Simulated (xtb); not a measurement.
HCl₃Si (SMILES Cl[SiH](Cl)Cl), singlet, geometry from GFN2-xTB. Base run: GFN0-xTB (xtb).

Input for xtb:
```
$ xtb mol.xyz --gfn 0 --json

# file mol.xyz
5

Si     0.02863441    -0.01627765     0.49106656
Cl    -1.24158057    -1.43679456    -0.14881741
Cl    -0.64009829     1.79232122    -0.07685298
Cl     1.85144867    -0.33834186    -0.29276296
H      0.11303141    -0.06425436     1.93843503
```

The base run was repeated with changes; each row names its change, and settings that it needs were set with it.

| change | ΔE vs base (kcal/mol) | HOMO-LUMO gap (eV) |
|---|---|---|
| base | 0.000 | 6.31 |
| file = coord | 0.000 | 6.31 |
| acc = 0.0001 | 0.000 | 6.31 |
| etemp = 10 | 0.000 | 6.31 |
